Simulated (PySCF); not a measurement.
Ligands exchanged one at a time, Si C2H5-I. Isolated molecules, 0 K electronic values unless said otherwise. One relaxed conformer stands for each flexible species; it need not be the lowest. Strings in code marks are SMILES.

These are PBE-D3(BJ)/def2-TZVP // B3LYP-D3(BJ)/def2-SVP in PySCF values and carry that method's errors. Excitations are Tamm–Dancoff values on a coarser integration grid. The basis has no diffuse functions, so Rydberg states are missing or too high.

```csv
species,HOMO–LUMO gap (eV),S1 oscillator strength,HOMO (eV),S1 excitation (TDA) (eV)
0 of 4 C2H5 replaced by I,6.52,0.004,?,6.55
1 of 4 C2H5 replaced by I (`CC[Si](CC)(CC)I`),5.29,0.013,-6.04,?
"2 of 4 C2H5 replaced by I (`CC[Si](I)(I)CC` (C–C–Si–I torsion -59°, I–Si–C–C torsion 59°))",4.44,0.065,-6.24,?
3 of 4 C2H5 replaced by I (`I[Si](I)(CC)I` (C–C–Si–I torsion 180°)),3.64,0.000,?,3.77
```

**Question.** Some entries are withheld; supply them.

**Answer.** 
- 0 of 4 C2H5 replaced by I, HOMO (eV): -6.39
- 1 of 4 C2H5 replaced by I (`CC[Si](CC)(CC)I`), S1 excitation (TDA) (eV): 5.49
- 2 of 4 C2H5 replaced by I (`CC[Si](I)(I)CC` (C–C–Si–I torsion -59°, I–Si–C–C torsion 59°)), S1 excitation (TDA) (eV): 4.75
- 3 of 4 C2H5 replaced by I (`I[Si](I)(CC)I` (C–C–Si–I torsion 180°)), HOMO (eV): -6.37
